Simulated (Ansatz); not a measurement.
Steps of a relaxation of `[OH][Nb]([OH])([OH])([OH])[Cl]` with RKS PBE0-D4/def2-TZVP.

```sh
$ ansatz run in.yaml --threads 4 --pin off --events-out ev --progress --plain --max-ram 11315MiB
```

```yaml
crystal:
  periodic: [false, false, false]
  atoms:
    - {symbol: O, position_ang: [-1.569862, -0.895289, -0.562274]}
    - {symbol: Nb, position_ang: [0.021536, -0.037556, 0.039627]}
    - {symbol: O, position_ang: [1.118780, -1.582299, -0.114144]}
    - {symbol: O, position_ang: [-0.563886, 0.219572, 1.829329]}
    - {symbol: O, position_ang: [1.462777, 1.204706, 0.143181]}
    - {symbol: Cl, position_ang: [-0.572767, 1.442705, -1.813379]}
    - {symbol: H, position_ang: [-2.156365, -0.642683, -1.299217]}
    - {symbol: H, position_ang: [2.082029, -1.536006, 0.037941]}
    - {symbol: H, position_ang: [-1.377468, -0.207582, 2.159044]}
    - {symbol: H, position_ang: [1.638426, 1.983234, -0.417108]}
basis:
  gaussian: {orbitals: def2-TZVP}
hamiltonian: {xc: pbe0, dispersion: d4}
relax: {f_tol: 0.005, max_steps: 150}
```

Positions (Å) and forces (eV/Å) along the path, 7 of 7 steps:

```xyz
10
step=1 energy=-22324.6537 eV
O    -1.570   -0.895   -0.562    0.001    0.448   -0.401
Nb    0.022   -0.038    0.040    0.038   -0.094    0.128
O     1.119   -1.582   -0.114    0.375    0.491    0.166
O    -0.564    0.220    1.829   -0.412   -0.398   -0.291
O     1.463    1.205    0.143   -0.278    0.249   -0.469
Cl   -0.573    1.443   -1.813    0.075   -0.182    0.223
H    -2.156   -0.643   -1.299    0.477   -0.204    0.589
H     2.082   -1.536    0.038   -0.721   -0.013   -0.134
H    -1.377   -0.208    2.159    0.594    0.329   -0.265
H     1.638    1.983   -0.417   -0.149   -0.626    0.453
10
step=2 energy=-22324.6985 eV
O    -1.553   -0.893   -0.548   -0.192    0.071   -0.208
Nb    0.022   -0.039    0.043    0.053   -0.122    0.148
O     1.108   -1.568   -0.115    0.292    0.010    0.024
O    -0.559    0.219    1.814   -0.250   -0.109    0.099
O     1.452    1.187    0.151    0.072    0.229   -0.160
Cl   -0.560    1.417   -1.785   -0.039    0.098   -0.125
H    -2.129   -0.652   -1.281    0.083   -0.098    0.164
H     2.066   -1.511   -0.007   -0.230   -0.039   -0.037
H    -1.386   -0.171    2.126    0.197    0.108   -0.048
H     1.624    1.961   -0.396    0.014   -0.148    0.143
10
step=3 energy=-22324.7034 eV
O    -1.556   -0.894   -0.545    0.016    0.046   -0.024
Nb    0.022   -0.041    0.046    0.010   -0.025    0.028
O     1.115   -1.566   -0.116    0.018    0.028    0.011
O    -0.567    0.218    1.815   -0.021   -0.025   -0.019
O     1.455    1.186    0.153   -0.038    0.008   -0.038
Cl   -0.562    1.421   -1.792    0.002    0.002   -0.003
H    -2.135   -0.664   -1.274   -0.021   -0.034    0.012
H     2.070   -1.508   -0.020   -0.009   -0.020   -0.008
H    -1.394   -0.162    2.124    0.011    0.016    0.017
H     1.635    1.959   -0.386    0.032    0.004    0.024
10
step=4 energy=-22324.7043 eV
O    -1.557   -0.894   -0.544    0.039    0.030    0.006
Nb    0.022   -0.040    0.045    0.003    0.005   -0.005
O     1.116   -1.564   -0.117   -0.021    0.019    0.002
O    -0.568    0.216    1.814    0.013   -0.003   -0.025
O     1.455    1.186    0.153   -0.040   -0.026   -0.004
Cl   -0.560    1.421   -1.794    0.001   -0.012    0.010
H    -2.140   -0.674   -1.272   -0.025   -0.016   -0.006
H     2.071   -1.510   -0.029    0.023   -0.012   -0.001
H    -1.398   -0.155    2.126   -0.016   -0.001    0.020
H     1.643    1.962   -0.379    0.023    0.017    0.003
10
step=5 energy=-22324.7050 eV
O    -1.556   -0.895   -0.545    0.008   -0.006    0.008
Nb    0.021   -0.037    0.042   -0.021   -0.001   -0.017
O     1.116   -1.559   -0.121   -0.018   -0.007   -0.009
O    -0.571    0.218    1.810    0.012    0.011   -0.003
O     1.454    1.186    0.159   -0.017    0.011   -0.020
Cl   -0.564    1.418   -1.801    0.028   -0.002    0.025
H    -2.152   -0.694   -1.268    0.000   -0.002    0.003
H     2.073   -1.512   -0.043    0.013    0.002    0.005
H    -1.402   -0.142    2.129   -0.011   -0.008    0.003
H     1.662    1.966   -0.359    0.006    0.002    0.004
10
step=6 energy=-22324.7053 eV
O    -1.556   -0.896   -0.543    0.003    0.002    0.002
Nb    0.021   -0.036    0.040   -0.003    0.008   -0.009
O     1.115   -1.558   -0.126    0.004   -0.007    0.001
O    -0.572    0.222    1.807   -0.002    0.000    0.007
O     1.453    1.188    0.159   -0.003   -0.004   -0.001
Cl   -0.558    1.419   -1.800    0.001   -0.001    0.001
H    -2.157   -0.700   -1.264    0.000   -0.002   -0.001
H     2.071   -1.512   -0.041   -0.003    0.001    0.000
H    -1.401   -0.144    2.127    0.003    0.000   -0.002
H     1.667    1.967   -0.356    0.000    0.002    0.001
10
step=7 energy=-22324.7053 eV
O    -1.556   -0.896   -0.543    0.001    0.001    0.002
Nb    0.020   -0.035    0.039    0.000   -0.001    0.001
O     1.114   -1.558   -0.127   -0.002    0.001    0.000
O    -0.571    0.222    1.807    0.001    0.001   -0.001
O     1.453    1.188    0.159   -0.001   -0.002    0.000
Cl   -0.558    1.419   -1.801    0.000    0.000   -0.001
H    -2.158   -0.702   -1.263   -0.001    0.000   -0.001
H     2.070   -1.511   -0.040    0.001    0.000    0.000
H    -1.400   -0.145    2.126    0.000   -0.001    0.000
H     1.668    1.969   -0.354    0.000    0.001    0.000
```

Hardware: 4 threads of an Arm Neoverse V2 on a shared host. Wall time 37 s, peak host memory 0.68 GiB.
